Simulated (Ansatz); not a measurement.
Geometry optimisation, Ansatz, RKS revPBE-D4/def2-SVP.

Input file:

```yaml
crystal:
  periodic: [false, false, false]
  atoms:
    - { symbol: Zn, position_ang: [-0.656617, 0.008864, 0.063846] }
    - { symbol: F, position_ang: [2.05695, 0.40146, 1.474934] }
    - { symbol: C, position_ang: [-0.226946, -1.044734, -1.524132] }
    - { symbol: H, position_ang: [1.417485, 0.685396, 2.072727] }
    - { symbol: Se, position_ang: [-1.3333, 1.224833, 2.027145] }
    - { symbol: H, position_ang: [-0.731618, -2.031596, -1.495069] }
    - { symbol: H, position_ang: [-0.545108, -0.519079, -2.448111] }
    - { symbol: H, position_ang: [0.86822, -1.211263, -1.574715] }
    - { symbol: H, position_ang: [-0.849165, 2.48612, 1.403475] }
basis:
  gaussian: { orbitals: def2-SVP }
hamiltonian:
  xc: revpbe
  dispersion: d4
relax:
  f_tol: 0.03
  max_steps: 50
```

Command:

```bash
$ ansatz run input.yaml --threads 2 --pin off --max-ram 3072MiB --backend cpu --events-out ev --progress --plain --runs-dir out
```

Question: Where does it end, and by what steps?

Answer: The forces met the threshold. After 7 steps the energy has fallen by 0.242 eV; F2 moved furthest, 0.44 Å.

```tsv
step	energy less start (eV)	largest force component (eV/Å)	accepted
0	0.0000	1.020	yes
1	-0.1302	0.599	yes
2	-0.2131	0.358	yes
3	-0.2232	0.388	yes
4	-0.2068	0.689	no
5	-0.2383	0.150	yes
6	-0.2331	0.231	no
7	-0.2418	0.023	yes
```

```xyz
9
Properties=species:S:1:pos:R:3
Zn -0.349 -0.013 0.188
F 1.675 0.285 1.287
C -0.149 -1.024 -1.475
H 1.058 0.714 1.913
Se -1.089 1.227 2.119
H -0.696 -1.988 -1.417
H -0.549 -0.456 -2.340
H 0.923 -1.240 -1.661
H -0.825 2.496 1.385
```

The run took 23 s on 2 threads of Arm Neoverse V1, on a shared host, peak memory 0.17 GiB.
